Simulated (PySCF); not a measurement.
Molecule: `[SiH3][O][AlH2-][O+](C)C`, C$_{2}$H$_{11}$AlO$_{2}$Si.

Atoms are numbered as in `[CH3:1][O+:2]([CH3:3])[AlH2-:4][O:5][SiH3:6]` (H(Xn): hydrogen on atom n).

Geometry PBE0-D3(BJ)/def2-SVP throughout; GIAO in PySCF, gas phase, one conformer, non-relativistic; equivalent atoms averaged; functional PBE0.

For orientation, 6-311+G(2d,p) gives these absolute shieldings σ: C1/C3 128.3, O2 322.1, O5 294.0, Al4 445.3, Si6 394.7, H(C1)/H(C3) 27.90, H(Si6) 26.09, H(Al4) 27.31 ppm.

A run gave: C1/C3 131.1, O2 359.0, O5 349.6, Al4 441.0, Si6 424.7, H(C1)/H(C3) 29.02, H(Si6) 27.07, H(Al4) 27.98 ppm (absolute shieldings σ).

Question: Which basis set was used in that run?
A. pcSseg-1
B. def2-TZVP
C. aug-cc-pVDZ
D. STO-3G
E. pcSseg-0

Answer: E. O5 tells them apart best: pcSseg-0 gives 349.6, def2-TZVP gives 289.8, aug-cc-pVDZ gives 305.4, STO-3G gives 481.0, pcSseg-1 gives 307.6 ppm.
